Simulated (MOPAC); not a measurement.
MOPAC input (PM3):

```
PM3 FORCE THERMO(298,298) PRECISE LET CHARGE=-1 GEO-OK AUX(PRECISION=9) THREADS=1
H3O3Si

O    -1.18221342 1   -0.75556552 1    0.60110485 1
Si   -0.04467819 1   -0.22450481 1   -0.57007872 1
O    -0.18518936 1    1.47304075 1   -0.35509666 1
O     1.41000683 1   -0.50269675 1    0.29837920 1
H    -1.10600739 1   -0.40551618 1    1.47653862 1
H    -0.11463354 1    1.81079215 1    0.52561388 1
H     1.46999742 1   -0.15490629 1    1.17595329 1
```

Output:

```
 *******************************************************************************
 **                                                                           **
 **                              MOPAC v23.2.5                                **
 **                                                                           **
 *******************************************************************************
 ** MOPAC's Digital Object Identifier: https://doi.org/10.5281/zenodo.6511958 **
 **                                                                           **
 ** Please cite the open-source release paper for use of this MOPAC version:  **
 ** J. E. Moussa and J. J. P. Stewart (2026)                                  **
 ** MOPAC: An open-source semiempirical molecular orbital program             **
 ** J. Open Source Softw., 11(119), 8025, https://doi.org/10.21105/joss.08025 **
 *******************************************************************************

                              PM3 CALCULATION RESULTS

 *******************************************************************************
 *  PM3        - The PM3 Hamiltonian to be used
 *  GEO-OK     - OVERRIDE INTERATOMIC DISTANCE AND OTHER SAFETY CHECKS
 *
 *
 *
 *                 CHARGE ON SYSTEM = -1
 *
 *
 *
 *  LET        - OVERRIDE SOME SAFETY CHECKS
 *  PRECISE    - TIGHTER CRITERIA TO BE USED
 *  FORCE      - FORCE CALCULATION SPECIFIED
 *  AUX        - OUTPUT AUXILIARY INFORMATION
 *  THERMO     - THERMODYNAMIC QUANTITIES TO BE CALCULATED
 *******************************************************************************
PM3 FORCE THERMO(298,298) PRECISE LET CHARGE=-1 GEO-OK AUX(PRECISION=9) THREADS=1
 H3O3Si

   ATOM   CHEMICAL          X               Y               Z
  NUMBER   SYMBOL      (ANGSTROMS)     (ANGSTROMS)     (ANGSTROMS)

     1       O         -1.18221342  *  -0.75556552  *   0.60110485  *
     2      Si         -0.04467819  *  -0.22450481  *  -0.57007872  *
     3       O         -0.18518936  *   1.47304075  *  -0.35509666  *
     4       O          1.41000683  *  -0.50269675  *   0.29837920  *
     5       H         -1.10600739  *  -0.40551618  *   1.47653862  *
     6       H         -0.11463354  *   1.81079215  *   0.52561388  *
     7       H          1.46999742  *  -0.15490629  *   1.17595329  *

          CARTESIAN COORDINATES

    NO.       ATOM           X           Y           Z

     1         O         -1.1822     -0.7556      0.6011
     2        Si         -0.0447     -0.2245     -0.5701
     3         O         -0.1852      1.4730     -0.3551
     4         O          1.4100     -0.5027      0.2984
     5         H         -1.1060     -0.4055      1.4765
     6         H         -0.1146      1.8108      0.5256
     7         H          1.4700     -0.1549      1.1760

  H: (PM3): J. J. P. STEWART, J. COMP. CHEM. 10, 209 (1989).
  O: (PM3): J. J. P. STEWART, J. COMP. CHEM. 10, 209 (1989).
 Si: (PM3): J. J. P. STEWART, J. COMP. CHEM. 10, 209 (1989).
[...]
 REDUCED MASS        3.7518         O 3 -- H 6         +12.3% ( 47.7%)      3.7%
 EFFECTIVE MASS     18.1936         O 1 -- H 5         +12.3% ( 47.7%)      3.7%
 FORCE CONSTANT      1.5004         O 4 -- H 7         +12.3% ( 47.7%)      3.7%

 VIBRATION          9    3E          ATOM PAIR     ENERGY CONTRIBUTION    RADIAL
 FREQUENCY           879.19         Si2 -- O 4         +37.0% ( 82.4%)     87.5%
 TRANSITION DIPOLE   2.9192         O 1 -- Si2         +31.2% ( 75.6%)     81.0%
 TRAVEL (Ang.)       0.1055         O 4 -- H 7         +12.5% ( 47.8%)      6.4%
 REDUCED MASS        6.8904         O 1 -- H 5          +9.9% ( 42.5%)      6.4%
 EFFECTIVE MASS     20.8279
 FORCE CONSTANT      3.1380

 VIBRATION         11    4E          ATOM PAIR     ENERGY CONTRIBUTION    RADIAL
 FREQUENCY           969.17         O 3 -- H 6         +60.6% ( 80.7%)      4.0%
 TRANSITION DIPOLE   0.0711         O 1 -- H 5         +16.3% ( 41.9%)      4.0%
 TRAVEL (Ang.)       0.3844         O 4 -- H 7         +14.0% ( 38.8%)      4.0%
 REDUCED MASS        0.4708         Si2 -- O 3          +5.1% ( 23.5%)     72.8%
 EFFECTIVE MASS      2.4579
 FORCE CONSTANT      0.2605

 VIBRATION         12    3A1         ATOM PAIR     ENERGY CONTRIBUTION    RADIAL
 FREQUENCY          1060.03         O 3 -- H 6         +24.8% ( 48.4%)      7.3%
 TRANSITION DIPOLE   0.2456         O 1 -- H 5         +24.8% ( 48.4%)      7.3%
 TRAVEL (Ang.)       0.2707         O 4 -- H 7         +24.8% ( 48.4%)      7.3%
 REDUCED MASS        0.8684         Si2 -- O 3          +8.6% ( 28.5%)     22.2%
 EFFECTIVE MASS      4.7751
 FORCE CONSTANT      0.5749

 VIBRATION         13    4A1         ATOM PAIR     ENERGY CONTRIBUTION    RADIAL
 FREQUENCY          3902.36         O 4 -- H 7         +33.2% ( 57.8%)     99.9%
 TRANSITION DIPOLE   0.5660         O 1 -- H 5         +33.2% ( 57.7%)     99.9%
 TRAVEL (Ang.)       0.2338         O 3 -- H 6         +33.2% ( 57.7%)     99.9%
 REDUCED MASS        0.3161         Si2 -- O 4          +0.1% (  3.5%)     23.3%
 EFFECTIVE MASS      1.3807
 FORCE CONSTANT      2.8358

 VIBRATION         15    5E          ATOM PAIR     ENERGY CONTRIBUTION    RADIAL
 FREQUENCY          3904.19         O 1 -- H 5         +50.3% ( 71.1%)     99.9%
 TRANSITION DIPOLE   0.4227         O 3 -- H 6         +49.3% ( 70.3%)     99.9%
 TRAVEL (Ang.)       0.1909         O 1 -- Si2          +0.2% (  4.4%)     22.8%
 REDUCED MASS        0.4741         Si2 -- O 3          +0.2% (  4.3%)     22.8%
 EFFECTIVE MASS      1.3856
 FORCE CONSTANT      4.2579

      SYMMETRY NUMBER FOR POINT-GROUP C3v =  3

          SYSTEM IS A GROUND STATE

 H3O3Si

          MOLECULE IS NOT LINEAR

          THERE ARE 15 GENUINE VIBRATIONS IN THIS SYSTEM
          THIS THERMODYNAMICS CALCULATION IS LIMITED TO
          MOLECULES WHICH HAVE NO INTERNAL ROTATIONS

                    CALCULATED THERMODYNAMIC PROPERTIES
                                          *
   TEMP. (K)   PARTITION FUNCTION   H.O.F.    ENTHALPY  HEAT CAPACITY ENTROPY
                                   KCAL/MOL   CAL/MOLE    CAL/K/MOL  CAL/K/MOL

 298.00  VIB.     0.6544D+01                  1830.0756    12.8983     9.8743
         ROT.     0.2051D+05                   888.2803     2.9808    22.7106
         INT.     0.1342D+06                  2718.3559    15.8791    32.5849
         TRA.     0.6802D+27                  1480.4672     4.9680    39.0172
         TOT.                     -251.993    4198.8231    20.8471    71.6021

   *: NOTE: HEATS OF FORMATION ARE RELATIVE TO THE
            ELEMENTS IN THEIR STANDARD STATE AT 298K
              (=  Standard Enthalpy of Formation).

            Hvib:  Zero-point energy is not included.
                   frequencies of less than zero cm-1 are not included.
            Hrot = (3/2)RT
            Htra = (3/2)RT + pV = (5/2)RT

            Heat capacity is Cp, not Cv

          For more information, see: HTTP://OpenMOPAC.net/Manual/thermochemistry.html

           FORCE CONSTANT IN CARTESIAN COORDINATES (Millidynes/A)

    ATOM   CHEMICAL       X               Y               Z
   NUMBER   SYMBOL  FORCE CONSTANT  FORCE CONSTANT  FORCE CONSTANT

      1       O        6.442017        3.034049        4.378123
      2      Si        5.456961        5.447817        5.431874
      3       O        2.479671        6.996352        4.378167
      4       O        2.479529        3.336626        8.038034
      5       H        2.455338        2.679558        3.985659
      6       H        1.962270        3.172618        3.985666
      7       H        1.962250        2.724074        4.434230

 **********************
 *                    *
 * JOB ENDED NORMALLY *
 *                    *
 **********************

 == MOPAC DONE ==
```

The dipole moment of an ion depends on the origin.
